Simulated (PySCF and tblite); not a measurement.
Results of a calculation; reference values are marked as such.
System: C₅H₅BF₂, numbered as in [F:1][B:2]([F:3])[CH:4]1[CH:5]=[CH:6][CH:7]=[CH:8]1.

Motion: shift of B2 from C4 to C8. GFN2-xTB gives an electronic barrier of 4.3 kcal/mol.

(1) What does PBE0/pcSseg-1 + D3(BJ), IEF-PCM water give on B3LYP-D3(BJ)/def2-SVP geometries?

(2) And the level of the geometries itself, B3LYP-D3(BJ)/def2-SVP?

Programs: tblite and PySCF.

Results:

(1) A barrier of 5.4 kcal/mol, 1.2 above the tight-binding barrier (from unrounded values) and, with GFN2-xTB thermal terms, ΔG‡(298 K) = 5.7 kcal/mol and k = 4.5×10⁸ s⁻¹ (1 equivalent path).

(2) 7.5 kcal/mol.
